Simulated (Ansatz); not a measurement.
Relaxation of Cl4FTi (6 atoms, charge 0, multiplicity 2), to a largest force component of 0.03 eV/Å in at most 50 steps.

Theory: UKS PBE/def2-SVP (Ansatz 0.2.0).

```xyz
6
Properties=species:S:1:pos:R:3:forces:R:3
Ti 0.001 0.000 -0.545 0.00 0.00 0.26
F 0.001 0.000 2.475 0.00 0.00 -3.38
Cl 2.174 0.000 -0.805 0.00 0.00 0.01
Cl -1.086 1.882 -0.805 0.00 0.00 0.01
Cl -1.086 -1.882 -0.805 0.00 0.00 0.01
Cl -0.001 0.000 4.077 0.00 0.00 3.07
```

**Question.** Where does it end, and by what steps?

**Answer.** The forces met the threshold. After 8 steps the energy has fallen by 3.250 eV; F2 moved furthest, 0.81 Å. Parted: F2–Cl6 (1.60 → 2.70 Å). Joined: Ti1–F2 (3.02 → 1.74 Å).

```json
{"step": "0", "energy less start (eV)": "0.0000", "largest force component (eV/Å)": "3.377", "accepted": "yes"}
{"step": "1", "energy less start (eV)": "-0.2362", "largest force component (eV/Å)": "3.379", "accepted": "yes"}
{"step": "2", "energy less start (eV)": "-0.8069", "largest force component (eV/Å)": "4.034", "accepted": "yes"}
{"step": "3", "energy less start (eV)": "-2.0366", "largest force component (eV/Å)": "5.272", "accepted": "yes"}
{"step": "4", "energy less start (eV)": "-2.6276", "largest force component (eV/Å)": "5.764", "accepted": "yes"}
{"step": "5", "energy less start (eV)": "-3.1719", "largest force component (eV/Å)": "0.522", "accepted": "yes"}
{"step": "6", "energy less start (eV)": "-3.2311", "largest force component (eV/Å)": "0.757", "accepted": "yes"}
{"step": "7", "energy less start (eV)": "-3.2479", "largest force component (eV/Å)": "0.105", "accepted": "yes"}
{"step": "8", "energy less start (eV)": "-3.2497", "largest force component (eV/Å)": "0.005", "accepted": "yes"}
```

```xyz
6
Properties=species:S:1:pos:R:3
Ti 0.001 0.000 -0.076
F 0.001 0.000 1.668
Cl 2.057 0.000 -0.789
Cl -1.028 1.781 -0.789
Cl -1.028 -1.781 -0.789
Cl -0.001 0.000 4.366
```

Whether the end is a true minimum wasn't checked by a vibrational analysis.

Run time: 62 s on 4 threads of Arm Neoverse V2, on a shared host, peak memory 0.34 GiB.
